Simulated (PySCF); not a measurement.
H₂Cl₂Si, charge -1, doublet, at a GFN2-xTB geometry (a state made from the parent by changing its charge; the spin is typed, not shown lowest). Base run: CCSD/STO-3G (PySCF).

Input for PySCF:
```python
from pyscf import gto, scf, cc

mol = gto.Mole()
mol.atom = '''
    Si    0.00365607    0.07002271   -0.00530607
    Cl    2.26795077   -0.18957287    0.06996598
    Cl   -2.27586797    0.03793873   -0.05847569
    H     0.01104551    0.89550759    1.19548080
    H     0.07236210    0.70195473   -1.31653085
'''
mol.basis = 'sto-3g'
mol.charge = -1
mol.spin = 1
mol.verbose = 4
mol.build()

mf = scf.UHF(mol)
mf.kernel()

mycc = cc.CCSD(mf)
mycc.kernel()
print('E(CCSD) = %.10f' % mycc.e_tot)
```

Each row names what was changed in the base input (with any setting that the change needs).

| change | ΔE vs base (kcal/mol) | MP2 correlation (Eh) | CC correlation without the perturbative part (Eh) | basis functions |
|---|---|---|---|---|
| base | 0.000 | -0.03616 | -0.05013 | 29 |
| cart = on | 0.000 | -0.03616 | -0.05013 | 29 |
| cc.direct = True | 0.000 | -0.03616 | -0.05013 | 29 |
| frozen = 16 | 3.03 | -0.03154 | -0.04530 | 29 |
| frozen = 15 | 1.90 | -0.03287 | -0.04710 | 29 |
| cc.conv_tol = 1e-5 | 0.000 | -0.03616 | -0.05013 | 29 |
| method = mp2 | 8.76 | -0.03616 | - | 29 |
| cc.diis_space = 3 | 0.000 | -0.03616 | -0.05013 | 29 |
| method = cisd | 0.595 | - | - | 29 |
| cc.diis_space = 10 | 0.000 | -0.03616 | -0.05013 | 29 |

Open shells are given as the SCF converged; they aren't shown to be the lowest states, and a large step between rows can be another state.
